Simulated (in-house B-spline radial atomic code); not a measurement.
Configurations of the strontium ion Sr⁸⁺, with energies counted from [Ar] 3d10 4s2. Computed with a radial B-spline atomic code at the basis-set limit: scalar-relativistic (X2C) PBEsol, spin-polarised, spherical fractional occupations, Fermi nucleus of rms radius 4.224 fm. Shells without spins written out take the highest spin.

Occupations are held fixed; configurations that lie above the ionisation limit could autoionise.

```json
{"configuration": "[Ar] 3d10 4s(0 up, 1 down) 5s(0 up, 1 down)", "E - E(ref) (eV)": "75.612", "highest orbital": "5s down", "its <r> (bohr)": "2.247"}
{"configuration": "[Ar] 3d10 4s(0 up, 1 down) 5f(1 up, 0 down)", "E - E(ref) (eV)": "111.53", "highest orbital": "5f up", "its <r> (bohr)": "3.202"}
{"configuration": "[Ar] 3d9 4s2 4p1", "E - E(ref) (eV)": "132.31", "highest orbital": "4p up", "its <r> (bohr)": "1.255"}
{"configuration": "[Ar] 3d9 4s2 5s1", "E - E(ref) (eV)": "190.65", "highest orbital": "5s up", "its <r> (bohr)": "2.216"}
{"configuration": "[Ar] 3d(5 up, 4 down) 4s2 5f(1 up, 0 down)", "E - E(ref) (eV)": "226.56", "highest orbital": "5f up", "its <r> (bohr)": "3.124"}
{"configuration": "[Ne] 3s2 3p5 3d10 4s2 5d1", "E - E(ref) (eV)": "340.97", "highest orbital": "5d up", "its <r> (bohr)": "2.7"}
{"configuration": "[Ne] 3s2 3p5 3d10 4s2 5f1", "E - E(ref) (eV)": "354.27", "highest orbital": "5f up", "its <r> (bohr)": "3.122"}
```

Problem. Order these further configurations by energy, lowest first.
A. [Ne] 3s2 3p(3 up, 2 down) 3d10 4s2 5d(0 up, 1 down)
B. [Ar] 3d9 4s2 4f1
C. [Ar] 3d10 4s1 5d1
D. [Ar] 3d10 4s1 5f1
E. [Ar] 3d9 4s2 4d1

Solution. C (98.016 eV), D (111.05 eV), E (167.12 eV), B (199.23 eV), A (341.04 eV).

Problem. How far above the reference does [Ar] 3d9 4s2 5d1 lie?

Solution. 213.21 eV; its least bound orbital is 5d up with <r> = 2.699 bohr.

Problem. How far above the reference does [Ar] 3d10 4s1 4p1 lie?

Solution. 19.7 eV; its least bound orbital is 4p up with <r> = 1.283 bohr.
